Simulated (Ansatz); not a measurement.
Bonds to the group Y in Y-Sn(OH)3. All species are isolated molecules in the gas phase. Each species was relaxed from one start; no search for lower structures was made at this level. In the def2 sets, heavy atoms carry core potentials. Strings in code marks are SMILES.

B3LYP has the VWN-RPA correlation part, as in Gaussian. 

A: Y = 2,2,2-trifluoroethyl (`[OH][Sn]([OH])([OH])[CH2]C(F)(F)F`)
B: Y = n-butyl
C: Y = methyl (`[CH3][Sn]([OH])([OH])[OH]`)
D: Y = allyl (`[OH][Sn]([OH])([CH2]C=C)[OH]`)
E: Y = benzyl (`[OH][Sn]([OH])([OH])[CH2]c1ccccc1`)
F: Y = trifluoromethyl (`[OH][Sn]([OH])([C](F)(F)F)[OH]`)

**Question.** Rank these by HOMO–LUMO gap (lowest first), as B3LYP-D3(BJ)/def2-TZVP // PBE0-D3(BJ)/def2-SVP (Ansatz, a program for electronic structure) gives it.

**Answer.** E (5.32 eV), D (5.63 eV), F (6.54 eV), B (6.61 eV), C (6.86 eV), A (6.92 eV)
